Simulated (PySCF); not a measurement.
Compound: CH9NSi2.
SMILES with atom numbers: `[CH3:1][SiH2:2][NH:3][SiH3:4]` (hydrogens: H5, H6, H7 on C1; H8, H9 on Si2; H10 on N3; H11, H12, H13 on Si4)

Geometry (GFN2-xTB, Å), atoms numbered from 1 in this order:
```
atom  x, y, z in Å
C1    -2.2573    0.1472    0.2706
Si2   -0.6164   -0.7388   -0.0653
N3     0.6425    0.4397    0.0977
Si4    2.3235    0.2785   -0.2801
H5    -2.4326    0.9471   -0.4427
H6    -3.0869   -0.5479    0.1949
H7    -2.2852    0.5808    1.2663
H8    -0.4369   -1.8411    0.8928
H9    -0.5590   -1.2643   -1.4322
H10    0.3968    1.2563    0.6326
H11    2.9091    1.5978   -0.0390
H12    2.4349   -0.1217   -1.6819
H13    2.9630   -0.7331    0.5685
```

The closed-shell SCF was solved with PySCF and density fitting under several settings on one GFN2-xTB geometry (grid level 2 and gas phase unless stated).

```
                       settings  basis functions  SCF cycles     E (Eh)  HOMO (eV)  LUMO (eV)  dipole (D)
                     wB97X/MINI               37          12  -673.2339     -10.44       3.19        1.88
HSE06/6-31G, IEF-PCM chloroform               62          11  -676.8265      -6.33       0.43        1.42
     B97-2/6-31G*, grid level 1               82           9  -677.2451      -6.75       0.70        1.30
```

Estimate the row for these settings: PBE0/pcSseg-1.

| settings | basis functions | SCF cycles | E (Eh) | HOMO (eV) | LUMO (eV) | dipole (D) |
| --- | --- | --- | --- | --- | --- | --- |
| PBE0/pcSseg-1 | 127 | 12 | -676.9006 | -7.24 | 0.38 | 1.21 |

Over all rows, what range does the HOMO–LUMO gap span?

From 6.76 eV (HSE06/6-31G, IEF-PCM chloroform) to 13.63 eV (wB97X/MINI). The functional of the narrowest has 25 % exact exchange at short range alone, that of the widest range-separated exact exchange.

And the dipole moment?

From 1.21 D (PBE0/pcSseg-1) to 1.88 D (wB97X/MINI); the largest is 1.55 times the smallest, and the median is 1.36 D.

Cycle counts include a coarse-grid stage where the run had one. All basis functions are spherical, in the Pople sets too. The species at its GFN2-xTB geometry (one conformer only).
